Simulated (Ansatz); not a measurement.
Total energies of (AgCl)2 ring (Ag₂Cl₂) from Ansatz at PBE-D4/def2-TZVP, gas phase (1 Eh = 27.2114 eV = 2625.5 kJ/mol). The reference geometry is relaxed at PBE0-D4/def2-SVP.

```json
{"state": "charge 0 singlet", "geometry": "reference", "energy (Eh)": "-1214.18212"}
{"state": "charge 1 doublet", "geometry": "reference", "energy (Eh)": "-1213.84952"}
{"state": "charge 1 doublet", "geometry": "relaxed at PBE0-D4/def2-SVP", "energy (Eh)": "-1213.85677"}
{"state": "free Ag atom (doublet)", "geometry": "–", "energy (Eh)": "-146.98341"}
{"state": "free Cl atom (doublet)", "geometry": "–", "energy (Eh)": "-459.95840"}
```

In the def2 sets Ag takes a core potential; there is no spin–orbit coupling.

Task: Work out the vertical ionisation energy to the doublet.

Result: E(charge 1 doublet) − E(charge 0 singlet) = -1213.84952 − (-1214.18212) = 0.33260 Eh = 9.05 eV. For comparison, −ε of the highest occupied level is 6.17 eV at this level, 2.88 eV less.

Task: How much does the charge 1 doublet relax, and what is the adiabatic ionisation energy?

Result: Relaxation: -1213.84952 − (-1213.85677) = 0.00725 Eh = 0.20 eV. Adiabatic ionisation energy: 0.32535 Eh = 8.85 eV, without zero-point energy. 

Task: What is the binding energy per atom against free atoms?

Result: Atoms: 2 × (-146.98341) + 2 × (-459.95840) = -1213.88362 Eh. Binding: -1213.88362 − (-1214.18212) = 0.29850 Eh = 8.12 eV, or 2.03 eV for each of 4 atoms (no zero-point energy, no counterpoise term).
